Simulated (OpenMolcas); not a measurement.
# OpenMolcas run: neutral rubidium

Input:

```
&GATEWAY
Coord
1

Rb 0.0 0.0 0.0
Basis=ANO-R2
Group=XYZ
NoMove
AngMom=0.0 0.0 0.0
AMFI
&SEWARD
&RASSCF
FileOrb=start.orb
Symmetry=1
Spin=2
nActEl=1 0 0
Inactive=9 9
Ras2=6 3
CIRoot=1 1 1
SDav=6
CIMx=300
Iter=120 100
PrWF=0.3
OrbListing=Nothing
MaxOrb=0
Atom
>>> COPY $Project.JobIph JOB001
&RASSCF
FileOrb=start.orb
Symmetry=2
Spin=2
nActEl=1 0 0
Inactive=9 9
Ras2=6 3
CIRoot=3 3 1
SDav=3
CIMx=300
Iter=120 100
PrWF=0.3
OrbListing=Nothing
MaxOrb=0
Atom
>>> COPY $Project.JobIph JOB002
&RASSI
NrOfJobIphs=2 1 3
1
1 2 3
IphNames
JOB001
JOB002
EJob
SpinOrbit
DIPRint=1.0
SOCoupling=1000.0
Subsets=2
MEES
Property=10
'ANGMOM' 1 'ANGMOM' 2 'ANGMOM' 3 'MLTPL  1' 1 'MLTPL  1' 2 'MLTPL  1' 3
'AMFI' 1 'AMFI' 2 'AMFI' 3 'MLTPL  2' 6
SOProperty=3
'ANGMOM' 1 'ANGMOM' 2 'ANGMOM' 3
```

Launched by
```bash
OMP_NUM_THREADS=1 MOLCAS_MEM=2252 MOLCAS_PROJECT=a pymolcas a.inp > a.log  # once for each step of the input, in one work folder
```

A driver script runs the steps one by one and writes start.orb anew before each from the orbitals found so far.

Output, cut to the results:

```
--- SEWARD ---
Basis set label: RB.ANO-R...6S5P3D1F.

      Electronic valence basis set:
      ------------------
      Associated Effective Charge  37.000000 au
      Associated Actual Charge     37.000000 au
      Nuclear Model: Finite nucleus - Gaussian distribution
        Gaussian exponent, Xi/bohr**(-2):  2.33015E+08

      Shell  nPrim  nBasis  Cartesian Spherical Contaminant
         s      22       6        X
         p      15       5        X
         d      10       3                 X
         f       6       1                 X
                  Relativistic X2C integrals
                  Atomic mean-field integrals
--- RASSCF ---
Wave function specifications:
      -----------------------------

      Number of closed shell electrons          36
      Number of electrons in active shells       1
      Max number of holes in RAS1 space          0
      Max nr of electrons in RAS3 space          0
      Number of inactive orbitals               18
      Number of active orbitals                  9
      Number of secondary orbitals              16
      Spin quantum number                      0.5
      State symmetry                             1
Orbital specifications:
      -----------------------

      Symmetry species                           1   2
                                                ag  au
      Frozen orbitals                            0   0
      Inactive orbitals                          9   9
      Active orbitals                            6   3
      RAS1 orbitals                              0   0
      RAS2 orbitals                              6   3
      RAS3 orbitals                              0   0
      Secondary orbitals                         6  10
      Deleted orbitals                           0   0
      Number of basis functions                 21  22
      Number of CSFs                             6
      Number of root(s) required                 1
      Iter CI   SX   CI       RASSCF       Energy    max ROT     max BLB   max BLB  Level Ln srch  Step   QN
          iter iter root      energy       change     param      element    value   shift minimum  type update
 Nr of preliminary CI iterations:   1
 ###############################################################################
 ###############################################################################
 ###                                                                         ###
 ###                                                                         ###
 ###    WARNING: Problems in orbital optimization.                           ###
 ###                                                                         ###
 ###                                                                         ###
 ###############################################################################
 ###############################################################################
  Warning: In symmetry  1, orbital p=  10 has diagonal density matrix element D(p,p) close to zero. D(p,p)=  2.832365E-26
  Warning: In symmetry  1, orbital p=  11 has diagonal density matrix element D(p,p) close to zero. D(p,p)=  9.632392E-29
        ...
  Warning: In symmetry  2, orbital p=  10 has diagonal density matrix element D(p,p) close to zero. D(p,p)=  0.000000E+00
  Warning: In symmetry  2, orbital p=  11 has diagonal density matrix element D(p,p) close to zero. D(p,p)=  0.000000E+00
  Warning: In symmetry  2, orbital p=  12 has diagonal density matrix element D(p,p) close to zero. D(p,p)=  0.000000E+00
        8   1    3    1  -979.14788677   -4.96E-09   9.24E-06   15  16 1 -9.57E-06   0.50   1.08    QN   YES
      Convergence after  8 iterations
        9   1    3    1  -979.14788677   -1.96E-10   9.24E-06    8  13 2 -3.13E-06   0.50   1.08    QN   YES
      Natural orbitals and occupation numbers for root  1
      sym 1:  -0.000000   0.000000  -0.000000  -0.000000   0.000000   1.000000
      sym 2:   0.000000   0.000000   0.000000
::    RASSCF root number  1 Total energy:  -2979.14788677
--- RASSCF ---
Wave function specifications:
      -----------------------------

      Number of closed shell electrons          36
      Number of electrons in active shells       1
      Max number of holes in RAS1 space          0
      Max nr of electrons in RAS3 space          0
      Number of inactive orbitals               18
      Number of active orbitals                  9
      Number of secondary orbitals              16
...
--- RASSI ---
SPIN-FREE ENERGIES:
  (Shifted by EMIN (a.u.) =      -2979.1478867694)

 SF State       Relative EMIN(au)   Rel lowest level(eV)    D:o, cm**(-1)      L_eff

     1             0.0000000000        0.0000000000              0.0000         0.0
     2             0.0960256320        2.6129905624          21075.1902         1.0
     3             0.0960256320        2.6129905624          21075.1902         1.0
     4             0.0960256320        2.6129905624          21075.1902         1.0
     Dipole printing threshold changed to   1.00000000E+00

++ Dipole transition strengths (spin-free states):
   -----------------------------------------------
     for osc. strength at least  1.00000000E+00

  ( Max oscillator strength is only   0.48860980959665246      )
--
Eigenvalues of complex Hamiltonian:
   -----------------------------------
  (Shifted by EMIN (a.u.) =      -2979.1478867694)

 SO State       Relative EMIN(au)   Rel lowest level(eV)    D:o, cm**(-1)     J-value

     1             0.0000000000        0.0000000000              0.0000         0.4
     2             0.0000000000        0.0000000000              0.0000         0.4
     3             0.0946167524        2.5746529946          20765.9769         0.4
     4             0.0946167524        2.5746529946          20765.9769         0.4
     5             0.0967300718        2.6321593463          21229.7969         1.2
     6             0.0967300718        2.6321593463          21229.7969         1.3
     7             0.0967300718        2.6321593463          21229.7969         1.1
     8             0.0967300718        2.6321593463          21229.7969         1.0
Weights of the five most important spin-orbit-free states for each spin-orbit state.

 SO State  Total energy (au)           Spin-free states, spin, and weights
 -------------------------------------------------------------------------------------------------------
...
```

The J values that RASSI prints are effective ones from its own formula and need not be integers or half-integers; the table below assigns J from the states.

Levels above the lowest, from the spin-orbit matrix, grouped by J:

| Configuration | Term | J | E (cm-1) | Measured (cm-1) | g | Term weight % |
| --- | --- | --- | --- | --- | --- | --- |
| 5s | 2S | 1/2 | 0.0 | 0.0 | 2.002 | 100 |
| 5p | 2P* | 1/2 | 20766 | 12579 | 0.666 | 100 |
| 5p | 2P* | 3/2 | 21230 | 12817 | 1.334 | 100 |

Against the 2 measured excited levels shown (NIST Handbook of Basic Atomic Spectroscopic Data) the mean absolute deviation is 8300 cm-1; the largest miss in energy is 5p 2P* 3/2: computed 21230, measured 12817 cm-1 (+65.6 %).

ANO sets are built for ground and valence states and can reach diffuse excited orbitals poorly. With one active electron the reference holds no correlation, so core polarisation is missing. The ANO-R sets hold no well-fitted valence p shell for this element, so s → p excitations can come out far too high. No level of 4d was computed, though it lies in the active space. Computed and measured levels are paired by configuration, term and J; levels that our copy of the source lacks, or whose pairing is in doubt (as where it misses far off the trend of its configuration), stay unpaired and out of the deviations. Levels of configurations outside the active space are missing. The first state left out of the spin-orbit step lies near 57000 cm-1 above the lowest spin-free state of the reference (among the parities and spins computed), and the list stops at four fifths of that energy or lower.

The term weight is that of the spin-free term in the level, not the purity of its configuration. * marks odd parity.
